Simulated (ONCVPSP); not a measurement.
Transferability test, ONCV potential for Os (Z = 76)

Os, optimised norm-conserving Vanderbilt (ONCV), made with ONCVPSP 4.0.1 (PBE, non-relativistic). Core [Kr] 4d10 4f14, reference 5s2 5p6 5d7 6s1. Waves: 5s+6s: rc 1.65 bohr, ncon 4, nbas 9, qcut 6.1 1/bohr, 2 projectors; 5p: rc 1.40 bohr, ncon 4, nbas 8, qcut 7 1/bohr, 3 projectors, debl 2 Ha; 5d: rc 2.30 bohr, ncon 4, nbas 8, qcut 6.4 1/bohr, 1 projector; f scattering state at 0.19 Ha: rc 2.45 bohr, ncon 4, nbas 8, qcut 5.2 1/bohr, 1 projector. Local part: polynomial inside 1.35 bohr (lpopt 1, dvloc0 0 Ha). Core correction: polynomial model core, fcfact 0.55.

Energies are relative to the spin-unpolarised reference configuration 5s2 5p6 5d7 6s1; without spin polarisation the order of configurations can differ from experiment.

**Question.** Give the all-electron excitation energy and the error of the potential for: 5s2 5p6 5d6 6s2; 5s2 5p6 5d6 6s1; 5s2 5p6 5d6 6s0; 5s2 5p6 5d5 6s2.

**Answer.**

```csv
valence configuration,charge,ΔE all-electron (eV),error AE − PS (meV)
5s2 5p6 5d6 6s2,0,2.191,-0.9
5s2 5p6 5d6 6s1,+1,10.269,-0.1
5s2 5p6 5d6 6s0,+2,25.001,-1.8
5s2 5p6 5d5 6s2,+1,15.022,+0.6
```
